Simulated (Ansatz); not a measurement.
One change: `[SiH3][NH][SnH3]` becomes `[NH2][SnH3]`.

Ansatz, PBE0-D4/def2-TZVP geometries, multiplicity 1. 

Elements past krypton have def2 core potentials.

```
                                      property  `[SiH3][NH][SnH3]`
zero-point energy (PBE0-D4/def2-TZVP) / kJ/mol               159.0
          HOMO–LUMO gap (PBE0/def2-TZVPP) / eV                6.71
             HOMO energy (PBE/def2-TZVPP) / eV               -5.83
            LUMO energy (PBE0/def2-TZVPP) / eV               -0.45
size of the dipole moment (PBE/def2-TZVPP) / D                1.33
       HOMO–LUMO gap (ωB97M-V/def2-TZVPP) / eV               10.47
```

Question: Give the same properties after the change, and the shifts. (An estimate is asked.)

Answer: Ansatz gave: 
| property | `[NH2][SnH3]` | shift |
| --- | --- | --- |
| zero-point energy (PBE0-D4/def2-TZVP) / kJ/mol | 118.8 | -40.2 |
| HOMO–LUMO gap (PBE0/def2-TZVPP) / eV | 7.03 | 0.32 |
| HOMO energy (PBE/def2-TZVPP) / eV | -5.80 | 0.03 |
| LUMO energy (PBE0/def2-TZVPP) / eV | -0.18 | 0.27 |
| size of the dipole moment (PBE/def2-TZVPP) / D | 1.03 | -0.30 |
| HOMO–LUMO gap (ωB97M-V/def2-TZVPP) / eV | 10.75 | 0.28 |

With PBE0 the HOMO falls by 0.06 eV and the LUMO rises by 0.27 eV, so the gap widens by about 0.33 eV. PBE moves the HOMO by 0.03 eV and ωB97M-V by -0.11 eV. The zero-point energy changes by -40.2 kJ/mol with -9 modes. Dipoles are sizes alone; their direction can turn.
